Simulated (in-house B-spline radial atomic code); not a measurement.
Se⁺. Computed with a B-spline radial atomic code. Model: non-relativistic spherical atom: semilocal Troullier-Martins pseudo-atom, one channel per l, against all electrons, high spin, G0W0 and RPA with empty states to l = 8, local potential for every l without a channel, a model core (radius 0 = none) keeps its share of the functional.

What the tables leave out is listed at the end.

The pseudopotential gives back the lowest level of each angular momentum of its own functional in the configuration it was made in; a second state of the same l is only approximately right. Exact exchange, RPA and GW see the smooth pseudo-orbitals and miss the exchange with the core, for which the functional's share stands in. The column with an uncorrelated core keeps all orbitals and exact exchange, and so separates missing core correlation from pseudisation. Only the three outermost levels and the lowest empty one were computed. RPA here is direct RPA, with no exchange kernel, and its energies carry an (l + 1/2)⁻⁴ tail. A hybrid on a potential with a model core restores only its own semilocal share of the core's exchange.

Command:
```bash
python run_psgw.py task.json out
```
Settings (lengths in bohr, energies in hartree):
```
Z                      34
electrons              33
configuration          [Ar] 3d10 4s2 4p3
generated_in           [Ar] 3d10 4s2 4p4
functional             pbe,pbe
core_shells            4
radius_factor          0.8
core_correction        True
```

Time taken, with all properties: 35 s on 1 thread of Arm Neoverse N1, with other jobs on the host.

Given: made with PBE; model core radius 0.266 bohr; local radius 0.529 bohr; mean-field start PBE.

Valence shells of the generating configuration: 3p, 3d, 4s, 4p.

Channel: s 1.238, p 0.404, d 1.075 (radii in bohr).

Computed: largest level miss in the spin-unpolarised generating configuration 0.1 eV; valence RPA correlation energy all-electron orbitals -1.4199 hartree; all-electron RPA polarisability, core included 12.511 bohr³; pseudo-atom RPA polarisability 12.255 bohr³.

```json
{"level": "4p up", "occupied": "1", "mean-field all-electron (eV)": "-16.416", "mean-field pseudo minus all (eV)": "-0.162", "G0W0 all-electron (eV)": "-21.352", "G0W0 uncorrelated core minus all (eV)": "0.002", "G0W0 pseudo minus all (eV)": "-0.06", "exchange self-energy all-electron (eV)": "-19.889", "exchange self-energy pseudo (eV)": "-19.041"}
{"level": "4s down", "occupied": "1", "mean-field all-electron (eV)": "-24.431", "mean-field pseudo minus all (eV)": "-0.046", "G0W0 all-electron (eV)": "-29.263", "G0W0 uncorrelated core minus all (eV)": "-0.086", "G0W0 pseudo minus all (eV)": "-1.515", "exchange self-energy all-electron (eV)": "-18.44", "exchange self-energy pseudo (eV)": "-18.742"}
{"level": "4p down (empty)", "occupied": "0", "mean-field all-electron (eV)": "-13.614", "mean-field pseudo minus all (eV)": "-0.162", "G0W0 all-electron (eV)": "-10.076", "G0W0 uncorrelated core minus all (eV)": "0.003", "G0W0 pseudo minus all (eV)": "0.014", "exchange self-energy all-electron (eV)": "-5.6252", "exchange self-energy pseudo (eV)": "-4.7032"}
```

What is the valence RPA correlation energy pseudo?

-1.5809 hartree.

Given: mean-field start PBE0.

Computed: valence RPA correlation energy all-electron orbitals -1.367 hartree; valence RPA correlation energy pseudo -1.5279 hartree; all-electron RPA polarisability, core included 11.131 bohr³.

```json
{"level": "4p up", "occupied": "1", "mean-field all-electron (eV)": "-17.858", "mean-field pseudo minus all (eV)": "-0.012", "G0W0 all-electron (eV)": "-21.532", "G0W0 uncorrelated core minus all (eV)": "0.002", "G0W0 pseudo minus all (eV)": "0.05", "exchange self-energy all-electron (eV)": "-19.865", "exchange self-energy pseudo (eV)": "-18.924"}
{"level": "4s down", "occupied": "1", "mean-field all-electron (eV)": "-25.568", "mean-field pseudo minus all (eV)": "-0.615", "G0W0 all-electron (eV)": "-29.304", "G0W0 uncorrelated core minus all (eV)": "-0.083", "G0W0 pseudo minus all (eV)": "-1.728", "exchange self-energy all-electron (eV)": "-18.224", "exchange self-energy pseudo (eV)": "-19.251"}
{"level": "4p down (empty)", "occupied": "0", "mean-field all-electron (eV)": "-12.392", "mean-field pseudo minus all (eV)": "-0.003", "G0W0 all-electron (eV)": "-9.8729", "G0W0 uncorrelated core minus all (eV)": "0.003", "G0W0 pseudo minus all (eV)": "0.081", "exchange self-energy all-electron (eV)": "-5.3099", "exchange self-energy pseudo (eV)": "-4.4237"}
```

What is the pseudo-atom RPA polarisability?

11.028 bohr³.

Among the listed levels the largest G0W0 shift of the pseudo-atom is -1.73 eV, for 4s down on the PBE0 start, while leaving the core uncorrelated moves that level by -0.08 eV. So pseudisation and the lost core exchange, not the missing core correlation, make the error. Not in the tables (levels of low weight, unsolved or above zero; the highest and the empty levels are kept at any weight): on PBE the G0W0 levels 4s up (pseudo minus all -0.58 eV, weights 0.14 and 0.18); on PBE0 the G0W0 levels 4s up (pseudo minus all -1.95 eV, weights 0.10 and 0.39); no Hartree-Fock pseudo-atom is run with a model core.
